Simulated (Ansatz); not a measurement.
```xyz
14

H    -0.0548    0.0390    1.4934
C     0.0226   -0.0381    0.4045
C     1.4840   -0.0359   -0.0815
C    -0.7672    1.3325   -0.0415
C    -0.7906   -1.2870   -0.1392
H     1.5189   -0.0252   -1.1215
H     1.9710    0.8217    0.2229
H     2.0107   -0.9201    0.2024
H    -0.7119    1.2708   -1.1311
H    -1.8045    1.3143    0.2537
H    -0.2403    2.2242    0.3365
H    -0.7125   -1.3240   -1.1582
H    -0.2271   -2.1408    0.2029
H    -1.8028   -1.3654    0.2593
```

Basis set: 6-31G (spherical functions). Frozen core: 4 orbitals. Charge 0, multiplicity 1.

Computed with Ansatz (development build ahead of 0.2.0); each method stands on the lowest determinant of its kind that the runs found. Restricted open shells among the atoms or ions are ROHF, correlated in semicanonical orbitals with singles.

Q: Give the atomization energy at this shape (free ground-state atoms in the same class of orbitals less the molecule, no zero-point energy) of singlet C₄H₁₀ by RHF-MP2, RHF.

A:

```json
{"method": "RHF-MP2", "atomization energy": "4720.4 kJ/mol"}
{"method": "RHF", "atomization energy": "3998.8 kJ/mol"}
```

Caution: the shape is not the minimum.

This basis has no polarisation functions and is too small for such energies, which can lie far from measured ones in either direction.
